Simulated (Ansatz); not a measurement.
Ideal-gas functions of CH$_{3}$ClFMoNO, SMILES `C[N]=[Mo](=[O])([F])[Cl]` at 600 K and 1 bar, from an Ansatz frequency run at PBE0-D4/def2-TZVP.

Molar mass 195.43 g/mol, point group C1 (symmetry number 1), electronic degeneracy 1, moments of inertia 217.755, 318.252, 399.577 u Å². Harmonic wavenumbers (cm⁻¹, unscaled): 98, 111, 113, 149, 202, 241, 345, 393, 456, 689, 706, 1046, 1093, 1104, 1336, 1428, 1459, 1462, 3018, 3095, 3105.

Use S(trans) = R[1.5 ln M + 2.5 ln T − 1.1517]; rotational temperatures θ = 24.2544 K / I; S(rot) = R[ln(√π/σ · √(T³/θAθBθC)) + 1.5]; for each mode x = 1.438777 ν̃/T, S = R[x/(eˣ − 1) − ln(1 − e⁻ˣ)] and H = RT x/(eˣ − 1); 1 cm⁻¹ = 0.0119627 kJ/mol; R = 8.31446 J/(mol·K).

Q: By hand: the entropy, in J/(mol·K).

A: Translation 189.2. Rotation: θ = 0.1114, 0.0762, 0.0607 K, giving 128.5. Vibration, mode by mode: 20.37, 19.34, 19.20, 16.92, 14.42, 12.99, 10.12, 9.11, 7.97, 5.03, 4.86, 2.55, 2.34, 2.29, 1.47, 1.23, 1.16, 1.16, 0.05, 0.04, 0.04, in all 152.7. Electronic 0.0. Sum 470.4 J/(mol·K).

Q: By hand: H − E and G − E in kJ/mol, counted from the electronic energy.

A: Zero-point energy ½ × 21649 × 0.0119627 = 129.5; thermal vibration 43.2; translation, rotation and pV give 4 RT = 20.0. H − E = 192.7 kJ/mol, and G − E = 192.7 − 600 × 470.4/1000 = -89.5 kJ/mol.

Vibration gives 32 % of the entropy, 75.8 J/(mol·K) of it from the modes under 150 cm⁻¹: soft modes count most, and the harmonic formula is weakest for them. The sum counts one conformer and one mirror image; others add a mixing term.
